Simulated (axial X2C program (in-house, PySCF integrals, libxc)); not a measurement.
**Low determinants of BeC at the PBE0 level, 2c**

Calculated with an axial X2C code built on PySCF integrals. Two-component (2c) means X2C with spin–orbit coupling and atomic mean-field two-electron Coulomb and Gaunt terms. Basis: C dyall-v3z [7s6p2d1f], Be dyall-cv3z [8s8p3d1f] (cores contracted in-house); Gaussian nuclei, density fitting, unrestricted open shells. Masses: C 12.000 u, Be 9.012 u.

Search at 1.668 Å (vertical energies from the lowest determinant):

```tsv
ΔE (eV)	state	electrons beyond evenly filled partner blocks	electrons in ±ω = 1/2, 3/2, 5/2, 7/2
0.00	Ω = 1	ω = -1/2, ω = 3/2	9 1 0 0
0.21	Ω = 2	ω = 1/2, ω = 3/2	9 1 0 0
1.32	Ω = 0	3 × ω = -1/2, ω = 3/2	9 1 0 0
1.48	Ω = 1	2 × ω = 1/2	10 0 0 0
1.51	Ω = 0	none	10 0 0 0
1.51	Ω = 0	none	8 2 0 0
1.93	Ω = 3	3 × ω = 1/2, ω = 3/2	9 1 0 0
```

Lowest determinant, Ω = 1 (⟨Sz⟩ = 1.00, ⟨Lz⟩ = 0.00 at PBE0): Re = 1.665 Å, ωe = 930.7 cm⁻¹.

The determinant in row 2 of the search, Ω = 2 (⟨Sz⟩ = 2.00, ⟨Lz⟩ = 0.00 at PBE0), was followed along the bond at PBE0; measured from the minimum of the lowest determinant it gives:

Te = 0.193 eV (1554 cm⁻¹), Re = 1.628 Å, ωe = 1000.0 cm⁻¹.

Problem. Compare the bond of the determinant in row 2 with that of the lowest one.

Solution. At PBE0 its Re is 0.037 Å shorter and its force constant, which goes as ωe², is 1.15 times that of the lowest determinant. T0 ≈ Te + Δωe/2 = 1554 + (35) = 1589 cm⁻¹.

The search compares states at one distance, so a state with another bond length can lie lower; it is not exhaustive and yields mostly the lowest determinant of each block pattern, so other components and higher states of one pattern are missing. These are energies of single determinants, not of spin-adapted states; PBE0 term energies can be off by some tenths of an eV, and the functional has no current term. Open-shell Ω = 0 determinants with evenly filled partner blocks cannot be reached by this program, so the Ω shown need not be the lowest component. The lowest determinant need not be the ground state where others lie within half an eV.
